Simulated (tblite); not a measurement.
Computed values, GFN2-xTB/tblite, gas phase, harmonic and unscaled. This tight-binding method is rough: wavenumbers can miss measured ones by several per cent, in bad cases by 10 to 20. Modes of hydrogen on phosphorus can be 10 to 20 % off. One conformer each. Thermal functions are those of the rigid rotor and harmonic oscillator, without mixing of conformers.

Question: Order these by their heat capacity Cp at 200 K, highest first (J/(mol K)).
A. `C=C[C@@H]1CCP1CC`
B. `C#CP(CC)C(C)C`
C. `C#Cc1ncon1`
D. `CC#CP(C)CCPC`
E. `CS(=O)(=O)CCC(=O)[O-]`

Answer: D (159.8), B (137.8), E (117.5), A (115.3), C (67.1).

```tsv
SMILES	atoms	mass (u)	symmetry number	modes under 300 cm⁻¹	ZPE (kJ/mol)	S translation (J/(mol K))	S rotation	S vibration	S	Cp
CC#CP(C)CCPC	23	160.06	1	13	484.7	163.9	123.2	140.2	427.2	159.8
C#CP(CC)C(C)C	21	128.08	1	10	464.6	161.1	117.2	97.0	375.2	137.8
CS(=O)(=O)CCC(=O)[O-]	16	151.01	1	7	294.2	163.1	118.4	78.3	359.8	117.5
C=C[C@@H]1CCP1CC	21	128.08	1	8	471.6	161.1	115.7	71.7	348.5	115.3
C#Cc1ncon1	9	94.02	1	2	141.6	157.2	106.2	22.3	285.7	67.1
```

Entropies and Cp are for 200 K and 1 bar.
